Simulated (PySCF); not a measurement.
C2H7ClOTi, SMILES [Ti]([CH3])([OH])([Cl])[CH3], multiplicity 1.

Coordinates come from a PBE0-D3(BJ)/def2-SVP optimisation. The spin state was assumed, not searched. Other conformers were not sampled.

These are TDDFT-B3LYP/def2-SVPD (PySCF) values and carry that method's errors.

Vertical excitations. The molecule is in vacuum. State labels are in the subgroup Cs.

### Question
List the lowest excited states. (The exact figures need the calculation; the answer reports its results.)

### Answer

| state | symmetry | energy (eV) | λ (nm) | f | main pairs |
|---|---|---|---|---|---|
| S1 | A" | 3.53 | 352 | 0.000 | HOMO→LUMO 98 % |
| S2 | A' | 3.91 | 317 | 0.000 | HOMO→LUMO+1 70 %, HOMO−1→LUMO 27 % |
| S3 | A' | 4.03 | 308 | 0.001 | HOMO−1→LUMO 72 %, HOMO→LUMO+1 25 % |
| S4 | A" | 4.03 | 308 | 0.003 | HOMO−1→LUMO+1 97 % |
| S5 | A" | 4.74 | 261 | 0.003 | HOMO→LUMO+2 87 % |
| S6 | A' | 4.96 | 250 | 0.003 | HOMO−1→LUMO+2 77 %, HOMO−1→LUMO+3 20 % |
| S7 | A" | 5.03 | 247 | 0.008 | HOMO→LUMO+3 82 % |
| S8 | A' | 5.34 | 232 | 0.009 | HOMO−1→LUMO+3 56 %, HOMO→LUMO+4 22 %, HOMO−1→LUMO+2 12 % |
| S9 | A" | 5.38 | 230 | 0.000 | HOMO−3→LUMO 85 %, HOMO−2→LUMO+1 13 % |
| S10 | A' | 5.44 | 228 | 0.005 | HOMO−2→LUMO 74 %, HOMO−3→LUMO+1 16 % |
| T1 | A" | 3.21 | 387 | 0 | HOMO→LUMO 97 % |
| T2 | A' | 3.45 | 360 | 0 | HOMO→LUMO+1 90 % |
| T3 | A' | 3.57 | 347 | 0 | HOMO−1→LUMO 91 % |
| T4 | A" | 3.76 | 330 | 0 | HOMO−1→LUMO+1 96 % |
Triplets are in the Tamm–Dancoff approximation, which puts them higher than full response would, so one can lie above its singlet here.
